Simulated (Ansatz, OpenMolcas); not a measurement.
# Abstraction of Cl: C3H5Cl + GeH2Cl → C3H5 + GeH2Cl2

Species: C3H5Cl (2-chloropropene) `C=C(C)Cl`, singlet; GeH2Cl `[Cl][GeH2]`, doublet; C3H5 `C=[C]C`, doublet; GeH2Cl2 (dichlorogermane) `[Cl][GeH2][Cl]`, singlet. A radical takes Cl: the energy is the difference in strength between the C–Cl bond broken and the Ge–Cl bond made.

Shapes, held fixed at every level: PBE0-D4/def2-TZVP. Programs: Ansatz 0.2.0, OpenMolcas 26.06. The zero-point and thermal change to 298 K, harmonic and unscaled (PBE0-D4/def2-TZVP), is -3.8 kJ/mol.

```tsv
level	kind	ΔH(298 K) (kJ/mol)
HF/def2-SVP	Hartree–Fock	-64.1
SPW92/def2-TZVPP	LDA	+10.7
r2SCAN-D4/def2-TZVPP	meta-GGA	-22.5
B3LYP/6-31G* (spherical functions)	global hybrid	-7.0
B3LYP-D4/def2-TZVPP	global hybrid	-14.3
wB97M-V/def2-TZVPP	range-separated hybrid	-9.2
wB97X-V/def2-TZVPP	range-separated hybrid	-17.8
B2PLYP/def2-TZVPP	double hybrid	-16.4
```

B2PLYP/def2-TZVPP gives ΔH(298 K) = -16.4 kJ/mol; the levels span -64.1 to +10.7. They disagree on the sign: 1 of 8 are positive. The median of the levels is -15.3. No measured value is set beside it here. Spin contamination: C3H5 (⟨S²⟩ up to 0.91). Open shells run unrestricted. Relativity is left out for Ge. Outer-core shells of Ge are correlated, in sets that cover them unevenly.
